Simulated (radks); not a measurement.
Values are calculated unless marked as measured or tabulated.
Task: The table gives one normalised radial function P(r) = r R(r) of Tc+ in [Ar] 3d10 4s2 4p5 4d6 5s1 (r in bohr). Code: a radial shooting solver on a logarithmic mesh with Libxc functionals. Model: scalar-relativistic Kohn-Sham, r2SCAN, spin-unpolarised, spherical densities, finite nucleus; meta-GGA in the generalised Kohn-Sham scheme; Fermi nuclear charge, rms radius 4.4112 fm.

| r | P |
|---|---|
| 0.004354 | 0.3068 |
| 0.006815 | 0.4174 |
| 0.01058 | 0.5246 |
| 0.01643 | 0.5780 |
| 0.02551 | 0.4806 |
| 0.03961 | 0.1198 |
| 0.06151 | -0.4923 |
| 0.09551 | -0.9655 |
| 0.1495 | -0.5473 |
| 0.2321 | 0.8423 |
| 0.3604 | 1.7558 |
| 0.5596 | 1.1647 |
| 0.8689 | 0.2844 |
| 1.349 | 0.0204 |
| 2.095 | 0.0003 |
| 3.279 | 0.0000 |
| 5.091 | 0.0000 |
| 7.904 | 0.0000 |
| 12.27 | 0.0000 |

Which n and l does it have? It may be an empty orbital.

Result: n = 3, l = 0: the number of nodes gives n - l - 1 = 2, the rise at small r (about r^(l+1), flatter next to the nucleus through relativity) gives l, and the extent must fit the shell. The curve is that of 3s. 3s: eigenvalue -538.01 eV, 2 radial nodes at r = 0.0437, 0.181 bohr, <r> = 0.414 bohr, 90 % of the charge inside 0.611 bohr.
